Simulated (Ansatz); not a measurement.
Reaction (ligand exchange at a B–F bond): `CB(C)F` + HCl → `CB(C)Cl` + H–F

Isolated molecules relaxed with PBE0-D4/def2-TZVP in Ansatz; ΔE leaves out vibrations. CBS: MP2 limit from def2 TZ/QZ plus the TZ coupled-cluster correction, frozen cores. This one scheme is used for every species. DFT in def2-TZVPP. HSE06 is defined as in plane-wave codes.

```json
{"level": "CAM-B3LYP-D4", "ΔE (kJ/mol)": "60.8"}
{"level": "HSE06", "ΔE (kJ/mol)": "49.7"}
```

(1) What does CCSD(T)/CBS give? (Best estimate.)

Largest T1 diagnostic among the species: 0.011.

## Answers

(1) Computed: +46.4 kJ/mol. The listed levels differ from it by 14.4, 3.3 kJ/mol.

At CCSD(T), def2-SVP lies +16.9 kJ/mol from the extrapolated value and def2-TZVPP +5.0 kJ/mol. The D4 term adds −6.3 kJ/mol with B3LYP and −3.3 kJ/mol with PBE0; it sums over pairs of atoms, weighted by their polarisabilities, and B3LYP, whose exchange is more repulsive, gets the larger term. Leaving LDA and LC-ωPBE aside and taking each functional with its dispersion term where it has one, the values, not all of them listed here, spread over 18.6 kJ/mol, from revPBE-D4 to CAM-B3LYP-D4.

B3LYP here is the variant with VWN-RPA as its local correlation; programs differ in this.
